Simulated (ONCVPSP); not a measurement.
# Ga: one change to an ONCV potential, before and after

```json
{
  "Element": "gallium (Ga)",
  "Generator": "ONCVPSP 4.0.1",
  "Type": "optimised norm-conserving Vanderbilt (ONCV)",
  "Functional": "PBE",
  "Relativity": "scalar-relativistic",
  "Frozen core": "[Ne] 3s2",
  "Valence charge": "19",
  "Reference configuration": "3p6 3d10 4s2 4p1",
  "Partial waves": "4s: rc 2.00 bohr, ncon 4, nbas 7, qcut 4 1/bohr, 2 projectors, debl 3.9 Ha; 3p+4p: rc 1.35 bohr, ncon 4, nbas 7, qcut 7.9 1/bohr, 2 projectors; 3d: rc 1.00 bohr, ncon 4, nbas 8, qcut 18.6 1/bohr, local",
  "Local potential": "the d channel",
  "Core correction": "Teter function, fcfact 3.75, rcfact 1.5"
}
```

All-electron outer shells of the reference configuration (PBE, scalar-relativistic, ld1.x):

```json
{"shell": "2p", "level (eV)": "-1098.84", "outermost node (bohr)": "–", "outermost maximum (bohr)": "0.15"}
{"shell": "3s", "level (eV)": "-148.13", "outermost node (bohr)": "0.27", "outermost maximum (bohr)": "0.56"}
{"shell": "3p", "level (eV)": "-98.86", "outermost node (bohr)": "0.24", "outermost maximum (bohr)": "0.56"}
{"shell": "3d", "level (eV)": "-19.15", "outermost node (bohr)": "–", "outermost maximum (bohr)": "0.53"}
{"shell": "4s", "level (eV)": "-8.95", "outermost node (bohr)": "0.81", "outermost maximum (bohr)": "1.90"}
{"shell": "4p", "level (eV)": "-2.58", "outermost node (bohr)": "0.87", "outermost maximum (bohr)": "2.53"}
```

Change: d: qcut 22.

Cutoffs: the cutoffs (Ha) at which the residual kinetic energy of the hardest occupied pseudo-wave falls to 1 and 0.1 mHa per electron; they do not see the model core or the augmentation charge, which bear on the density cutoff. Errors are all-electron minus pseudo energies relative to the spin-unpolarised reference configuration.

Predict the effect on cutoff, ghosts and configuration errors.

The potential gets harder (119 Ha and 135 Ha → 139 Ha and 161 Ha); both files keep a bound ghost (s); the errors of the 3 common tests hardly move. The waves are optimised to have the least kinetic energy above qcut, so the cutoff follows it (qcut²/2 in Ha).

| quantity | base | changed |
| --- | --- | --- |
| cutoff, loose | 119 Ha | 139 Ha |
| cutoff, tight | 135 Ha | 161 Ha |
| loose cutoff by channel | s 7.0 Ha, p 48 Ha, d 119 Ha | s 7.0 Ha, p 48 Ha, d 139 Ha |
| bound ghosts | s | s |
| GHOST(+) flags under 300 eV | s at 180.0 eV | s at 169.0 eV |
| tests with a reliable result | 3 of 4 | 3 of 4 |
| error for 3p6 3d10 4s2 4p0, meV [ΔE 5.69 eV] | 0.0 | 0.0 |
| error for 3p6 3d10 4s1 4p0, meV [ΔE 26.82 eV] | -6.2 | -6.4 |
| error for 3p6 3d10 4s2 4p0.5, meV [ΔE 2.03 eV] | -0.1 | -0.1 |
| s: phases at 2.03 bohr within 0.05 rad from the reference energy up to (Ha; the scan ends near 5) | to the end of the scan | to the end of the scan |
| p: phases at 1.37 bohr within 0.05 rad from the reference energy up to (Ha; the scan ends near 5) | to the end of the scan | to the end of the scan |
| d: phases at 1.01 bohr within 0.05 rad from the reference energy up to (Ha; the scan ends near 5) | 3.0 | 3.4 |
| rms error of d²Exc/dni dnj with the model core, mHa | 1.43 | 1.41 |

 A true bound ghost makes a file unfit for plane-wave use even where its test errors are small: the radial tests pick states by their node count and pass the ghost by.
